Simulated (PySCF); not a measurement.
Al(H)(Me)(Et) (C₃H₉Al), SMILES C[CH2][AlH][CH3]. Geometry: PBE-D3(BJ)/def2-SVP. The structure was generated by enumeration; whether it is a known compound was not checked. The values are those of a single conformer.

Computed equilibrium geometry at PBE-D3(BJ)/def2-SVP (PySCF confirms it by a frequency run) as a Z-matrix, and its point group (one conformer of several):
point group Cs.
```
Al
H 1 1.6112
C 1 1.9697 2 118.78
H 3 1.1092 1 113.77 2 -180.00
H 3 1.1122 4 107.71 1 123.23
H 3 1.1122 4 107.71 5 113.54
C 1 1.9786 2 119.94 3 -180.00
H 7 1.1162 1 106.80 2 124.96
H 7 1.1162 8 103.36 1 -112.46
C 7 1.5364 8 110.58 9 -118.37
H 10 1.1102 7 111.81 8 -63.52
H 10 1.1102 11 106.32 7 122.29
H 10 1.1114 11 106.91 12 113.95
```
Charge 0, spin multiplicity 1.
